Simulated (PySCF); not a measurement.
Spinor energies of Si²⁺ (silicon, charge +2)

Start: [Ne] 3s2. Calculated with PySCF 2.14 in x2c-SVPall-2c with one added diffuse shell each of s, p type (5s5p1d, 25 functions): generalised Hartree-Fock with the X2C-1e Hamiltonian and a Gaussian nucleus; one run each with spin-orbit coupling (SO) switched off, then screened by Boettger's factors. This is a chosen level, not necessarily the ground level.

```csv
spinor shell,electrons,"ε, spin-free (eV)","ε, screened SO (eV)",weight of nominal j (screened SO),"rms radius, screened SO (bohr)"
1s1/2,2,-1898.1,-1898.1,1.000,0.129
2s1/2,2,-189.66,-189.66,1.000,0.612
2p1/2,2,-137.19,-137.65,1.000,0.597
3s1/2,2,-32.123,-32.123,1.000,2.13
```

Q: Where does 2p3/2 lie, and what is the 2p spin-orbit splitting (screened SO)?

A: At -136.95 eV, 0.696 eV above 2p1/2.

```csv
quantity,spin-free,screened SO
E (hartree),-288.48767,-288.48781
M_J,0,0
⟨J²⟩,0.000,0.000
⟨L²⟩,0.000,0.000
⟨S²⟩,0.000,0.000
```

Without spin-orbit coupling the j labels of p, d and f shells carry no meaning; the spin-free column gives the mean over the occupied spinors of each nl shell.
